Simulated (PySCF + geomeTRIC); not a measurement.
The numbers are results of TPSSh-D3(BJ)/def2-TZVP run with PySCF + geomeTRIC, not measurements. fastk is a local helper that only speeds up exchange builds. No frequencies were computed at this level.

```python
import json, numpy as np
from pyscf import gto, dft
from fastk import lowrank_exchange
atoms = """
O      1.625984    -0.440621    -0.407385
C      0.475711    -0.286616     0.361818
C     -0.834627    -0.597452    -0.287137
C     -0.487511     0.823218     0.052619
H      2.248129     0.265614    -0.200908
H      0.609019    -0.563511     1.406353
H     -1.588610    -1.104447     0.293973
H     -0.805937    -0.883021    -1.326328
H     -1.001082     1.302826     0.871544
H     -0.241077     1.484009    -0.764549
"""
def scf(charge, spin, dm0=None):
    mol = gto.M(atom=atoms, basis='def2-tzvp', ecp={}, charge=charge, spin=spin, verbose=3, max_memory=3780)
    mf = dft.KS(mol, xc='tpssh').density_fit(auxbasis="def2-universal-jkfit")
    mf.disp = 'd3bj'
    mf.grids.level = 3
    mf.conv_tol = 1e-8
    mf.max_cycle = 60
    mf.kernel(dm0)
    if not mf.converged:
        mf = mf.newton().run(mf.mo_coeff, mf.mo_occ).undo_soscf()
    return mf
mf = scf(0, 0)
from pyscf.geomopt.geometric_solver import kernel as optimize
path = []
done, mol = optimize(mf, maxsteps=80, assert_convergence=False, callback=lambda env: path.append((env["energy"], bool(env["g_scanner"].converged))))
res = dict(converged=bool(done and path[-1][1]), energy=path[-1][0], path=[e for e, c in path], xyz=mol.atom_coords(unit="Angstrom").tolist(), nao=mol.nao)
json.dump(res, open("result.json", "w"))
```

Output:

```
converged SCF energy = -193.202700116324
Geometry optimization cycle 1
converged SCF energy = -193.202700115853
cycle 1: E = -193.202700116  dE = -193.203  norm(grad) = 0.0173588
Geometry optimization cycle 2
converged SCF energy = -193.203099780274
cycle 2: E = -193.20309978  dE = -0.000399664  norm(grad) = 0.0062368
Geometry optimization cycle 3
converged SCF energy = -193.20314225445
cycle 3: E = -193.203142254  dE = -4.24742e-05  norm(grad) = 0.00219889
Geometry optimization cycle 4
converged SCF energy = -193.203153307028
cycle 4: E = -193.203153307  dE = -1.10526e-05  norm(grad) = 0.000675507
Geometry optimization cycle 5
converged SCF energy = -193.203156243032
cycle 5: E = -193.203156243  dE = -2.936e-06  norm(grad) = 0.000454806
Geometry optimization cycle 6
converged SCF energy = -193.203157724657
cycle 6: E = -193.203157725  dE = -1.48163e-06  norm(grad) = 0.000427515
Geometry optimization cycle 7
converged SCF energy = -193.203158758138
cycle 7: E = -193.203158758  dE = -1.03348e-06  norm(grad) = 0.000329032
Geometry optimization cycle 8
converged SCF energy = -193.203159193234
cycle 8: E = -193.203159193  dE = -4.35096e-07  norm(grad) = 0.000153139
Geometry optimization cycle 9
converged SCF energy = -193.203159308721
cycle 9: E = -193.203159309  dE = -1.15487e-07  norm(grad) = 7.07578e-05
<class 'geometric.internal.Distance'> : 10
<class 'geometric.internal.Angle'> : 19
<class 'geometric.internal.Dihedral'> : 27
<class 'geometric.internal.TranslationX'> : 1
<class 'geometric.internal.TranslationY'> : 1
<class 'geometric.internal.TranslationZ'> : 1
<class 'geometric.internal.RotationA'> : 1
<class 'geometric.internal.RotationB'> : 1
<class 'geometric.internal.RotationC'> : 1
Step    0 : Gradient = 5.489e-03/1.154e-02 (rms/max) Energy = -193.2027001159
Step    1 : Displace = 1.256e-02/1.892e-02 (rms/max) Trust = 1.000e-01 (=) Grad = 1.972e-03/3.921e-03 (rms/max) E (change) = -193.2030997803 (-3.997e-04) Quality = 1.140
Step    2 : Displace = 3.452e-03/5.543e-03 (rms/max) Trust = 1.414e-01 (+) Grad = 6.953e-04/1.192e-03 (rms/max) E (change) = -193.2031422544 (-4.247e-05) Quality = 1.241
Step    3 : Displace = 2.554e-03/4.107e-03 (rms/max) Trust = 2.000e-01 (+) Grad = 2.136e-04/4.051e-04 (rms/max) E (change) = -193.2031533070 (-1.105e-05) Quality = 1.237
Step    4 : Displace = 1.724e-03/3.195e-03 (rms/max) Trust = 2.828e-01 (+) Grad = 1.438e-04/2.529e-04 (rms/max) E (change) = -193.2031562430 (-2.936e-06) Quality = 1.354
Step    5 : Displace = 1.617e-03/3.727e-03 (rms/max) Trust = 3.000e-01 (+) Grad = 1.352e-04/2.218e-04 (rms/max) E (change) = -193.2031577247 (-1.482e-06) Quality = 1.523
Step    6 : Displace = 1.776e-03/4.339e-03 (rms/max) Trust = 3.000e-01 (=) Grad = 1.040e-04/1.803e-04 (rms/max) E (change) = -193.2031587581 (-1.033e-06) Quality = 1.502
Step    7 : Displace = 1.153e-03/2.853e-03 (rms/max) Trust = 3.000e-01 (=) Grad = 4.843e-05/8.477e-05 (rms/max) E (change) = -193.2031591932 (-4.351e-07) Quality = 1.415
Step    8 : Displace = 4.474e-04/1.034e-03 (rms/max) Trust = 3.000e-01 (=) Grad = 2.238e-05/3.759e-05 (rms/max) E (change) = -193.2031593087 (-1.155e-07) Quality = 1.195
Converged! =D
```

Cost: around 5 core-minutes (rough).
